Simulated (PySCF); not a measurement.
Magnetisability: SMILES O=CCO[SiH2][SiH2]Br, C2H7BrO2Si2

Molfile (atoms numbered from 1):
```
C2H7BrO2Si2
     RDKit          3D

 14 13  0  0  0  0  0  0  0  0999 V2000
    0.8886   -1.2113   -0.3328 O   0  0  0  0  0  0  0  0  0  0  0  0
    1.7869   -0.8085    0.3519 C   0  0  0  0  0  0  0  0  0  0  0  0
    1.7389    0.4982    1.0806 C   0  0  0  0  0  0  0  0  0  0  0  0
    0.5540    1.1711    0.9309 O   0  0  0  0  0  0  0  0  0  0  0  0
   -0.6253    1.0174   -0.1958 Si  0  0  0  0  0  4  0  0  0  0  0  0
   -2.0261   -0.7649    0.1662 Si  0  0  0  0  0  4  0  0  0  0  0  0
   -4.1298   -0.0640   -0.1155 Br  0  0  0  0  0  0  0  0  0  0  0  0
    2.7218   -1.3768    0.4884 H   0  0  0  0  0  0  0  0  0  0  0  0
    2.5753    1.1136    0.7107 H   0  0  0  0  0  0  0  0  0  0  0  0
    1.9238    0.3100    2.1484 H   0  0  0  0  0  0  0  0  0  0  0  0
   -0.0982    1.0349   -1.5648 H   0  0  0  0  0  0  0  0  0  0  0  0
   -1.2497    2.3077    0.1014 H   0  0  0  0  0  0  0  0  0  0  0  0
   -2.0811   -1.3285    1.5204 H   0  0  0  0  0  0  0  0  0  0  0  0
   -1.9799   -1.8995   -0.7521 H   0  0  0  0  0  0  0  0  0  0  0  0
  1  2  2  0
  2  3  1  0
  3  4  1  0
  4  5  1  0
  5  6  1  0
  6  7  1  0
  2  8  1  0
  3  9  1  0
  3 10  1  0
  5 11  1  0
  5 12  1  0
  6 13  1  0
  6 14  1  0
M  END
```

Theory: GIAO B3LYP/pcSseg-1 magnetisability, rotational g tensor and spin-rotation constants, non-relativistic, gas phase in PySCF. Geometry: GFN2-xTB.

The calculation is non-relativistic, which matters for the atoms heavier than Zn.

Task: How diamagnetic is it, and how anisotropic?

Result: Isotropic -1372 × 10⁻³⁰ J/T², or -82.6 × 10⁻⁶ cm³/mol; principal values -1470, -1411, -1234 × 10⁻³⁰ J/T², anisotropy 213 × 10⁻³⁰ J/T² (root of half the summed squared differences of the principal values). The susceptibility is in cgs units.

Task: Split it along the inertial axes a, b, c into diamagnetic and paramagnetic parts about the centre of mass, with the quadrupole moment.

Result: 
```tsv
axis	χ (10⁻⁶ cm³/mol)	diamagnetic (10⁻⁶ cm³/mol)	paramagnetic (10⁻⁶ cm³/mol)	summed x² of all electrons (Å²)	quadrupole Θ (D Å)
a	-85.1	-492.0	406.9	533.7	+18.02
b	-79.3	-2409.9	2330.5	81.6	-12.41
c	-83.4	-2610.5	2527.1	34.3	-5.61
```
Anisotropies 2χaa − χbb − χcc = -7.4 and 2χbb − χaa − χcc = +9.8 × 10⁻⁶ cm³/mol. Θ is traceless in Buckingham's convention.

Task: And the rotational g tensor?

Result: 
| axis | rotational constant (GHz) | g | nuclear part | electronic part |
| --- | --- | --- | --- | --- |
| a | 3.4180 | -0.0695 | 0.5838 | -0.6534 |
| b | 0.4707 | -0.0069 | 0.5085 | -0.5154 |
| c | 0.4350 | -0.0063 | 0.5101 | -0.5164 |

Asymmetric top; isotopes 79Br, 12C, 1H, 16O, 28Si; no vibrational averaging.
